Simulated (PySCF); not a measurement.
SiHCl, SMILES [SiH]Cl (connectivity only; charge and spin as stated), neutral, multiplicity 1. Atoms are numbered in the order given.

```xyz
3

Si     0.1106     1.0971     0.0000
H     -1.4045     1.3096     0.0000
Cl    -0.0085    -0.9805     0.0000
```

Geometry optimised at r2SCAN-D4/def2-TZVP. The isomer is the one that the SMILES or the coordinates give; other isomers of the formula were not compared.

Method: TDDFT-M06-2X/def2-TZVPD run with PySCF 2.14.0.

Vertical excitations. Gas-phase values at a fixed geometry. State labels are in the subgroup Cs.

Computed UV-visible absorptions:
```json
[
 {"state": "S1", "symmetry": "A\"", "energy (eV)": "2.55", "λ (nm)": "485", "f": "0.012", "main pairs": "HOMO→LUMO 100 %"},
 {"state": "S2", "symmetry": "A\"", "energy (eV)": "5.42", "λ (nm)": "229", "f": "0.012", "main pairs": "HOMO−1→LUMO 98 %"},
 {"state": "S3", "symmetry": "A'", "energy (eV)": "5.47", "λ (nm)": "227", "f": "0.059", "main pairs": "HOMO→LUMO+1 80 %"},
 {"state": "S4", "symmetry": "A'", "energy (eV)": "6.23", "λ (nm)": "199", "f": "0.116", "main pairs": "HOMO→LUMO+2 74 %, HOMO−2→LUMO 12 %"},
 {"state": "S5", "symmetry": "A'", "energy (eV)": "6.24", "λ (nm)": "199", "f": "0.063", "main pairs": "HOMO−2→LUMO 79 %"},
 {"state": "S6", "symmetry": "A\"", "energy (eV)": "6.29", "λ (nm)": "197", "f": "0.003", "main pairs": "HOMO−3→LUMO 97 %"},
 {"state": "S7", "symmetry": "A'", "energy (eV)": "7.28", "λ (nm)": "170", "f": "0.133", "main pairs": "HOMO→LUMO+6 48 %, HOMO→LUMO+3 43 %"},
 {"state": "S8", "symmetry": "A\"", "energy (eV)": "7.41", "λ (nm)": "167", "f": "0.012", "main pairs": "HOMO→LUMO+4 97 %"},
 {"state": "S9", "symmetry": "A'", "energy (eV)": "7.46", "λ (nm)": "166", "f": "0.045", "main pairs": "HOMO→LUMO+5 89 %"},
 {"state": "S10", "symmetry": "A'", "energy (eV)": "7.59", "λ (nm)": "163", "f": "0.018", "main pairs": "HOMO→LUMO+3 45 %, HOMO→LUMO+6 39 %"},
 {"state": "T1", "symmetry": "A\"", "energy (eV)": "1.58", "λ (nm)": "786", "f": "0", "main pairs": "HOMO→LUMO 97 %"},
 {"state": "T2", "symmetry": "A'", "energy (eV)": "4.63", "λ (nm)": "268", "f": "0", "main pairs": "HOMO→LUMO+1 78 %"},
 {"state": "T3", "symmetry": "A\"", "energy (eV)": "4.97", "λ (nm)": "249", "f": "0", "main pairs": "HOMO−1→LUMO 90 %"},
 {"state": "T4", "symmetry": "A'", "energy (eV)": "5.23", "λ (nm)": "237", "f": "0", "main pairs": "HOMO−2→LUMO 96 %"}
]
```
Triplets are in the Tamm–Dancoff approximation, which puts them higher than full response would, so one can lie above its singlet here.
